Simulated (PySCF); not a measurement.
**Frontier levels across methods**

Cl2H4Si2.
Atom-mapped SMILES: `[SiH3:1][SiH:2]([Cl:3])[Cl:4]` (hydrogens: H5, H6, H7 on Si1; H8 on Si2)

Geometry (PBE0-D3(BJ)/def2-SVP, Å), atoms numbered from 1 in this order:
```xyz
8
Cl2H4Si2 angstrom
Si    -0.6620    0.0134    0.5432
Si     1.6342    0.3457    0.8078
Cl     2.6323   -1.0693   -0.3220
Cl     2.1080    2.2353    0.1144
H     -0.9825    0.1173   -0.9104
H     -1.0336   -1.3414    1.0505
H     -1.4083    1.0586    1.3061
H      2.1407    0.2437    2.2025
```

Basis pcSseg-2 throughout (PySCF), one geometry. Isolated species at its PBE0-D3(BJ)/def2-SVP geometry, gas phase.

How do the orbital energies, the gap and the dipole change with the method?

```
   method                    kind  HOMO (eV)  LUMO (eV)  gap (eV)  μ (D)  SCF cycles
     BLYP                     GGA      -7.05      -1.39      5.67   1.67          13
      PBE                     GGA      -7.19      -1.55      5.63   1.67          12
    B97-D                     GGA      -7.20      -1.42      5.78   1.72          13
     OPBE                     GGA      -7.20      -1.46      5.74   1.68          14
      LDA                     LDA      -7.27      -1.76      5.51   1.76          12
      KT2                     GGA      -7.27      -1.64      5.62   1.73          13
     BP86                     GGA      -7.29      -1.61      5.68   1.70          12
      KT3                     GGA      -7.31      -1.57      5.74   1.70          13
    B97-2           global hybrid      -8.17      -0.70      7.46   1.81          12
    B3LYP           global hybrid      -8.18      -0.87      7.31   1.80          12
     PBE0           global hybrid      -8.39      -0.70      7.69   1.82          12
 mPW1PW91           global hybrid      -8.42      -0.70      7.72   1.82          12
BHandHLYP           global hybrid      -9.49       0.25      9.73   1.94          11
CAM-B3LYP  range-separated hybrid      -9.68       0.36     10.04   1.89          11
  wB97X-D  range-separated hybrid     -10.20       1.05     11.25   1.87          12
  LC-wPBE  range-separated hybrid     -10.99       1.46     12.45   1.94          12
       HF            Hartree–Fock     -11.20       2.42     13.61   2.05          10
```

The HOMO spans 4.14 eV, from BLYP down to HF, and the gap runs from 5.51 eV (LDA) to 13.61 eV (HF). Over the methods BLYP (0 %), PBE (0 %), B97-D (0 %), OPBE (0 %), LDA (0 %), KT2 (0 %), BP86 (0 %), KT3 (0 %), B97-2 (21 %), B3LYP (20 %), PBE0 (25 %), mPW1PW91 (25 %), BHandHLYP (50 %), HF (100 %), a straight line through the gap against the share of exact exchange rises by 0.80 eV for each 10 % (correlation coefficient 0.999). The dipole ranges from 1.67 D (BLYP) to 2.05 D (HF). This basis has no diffuse functions.
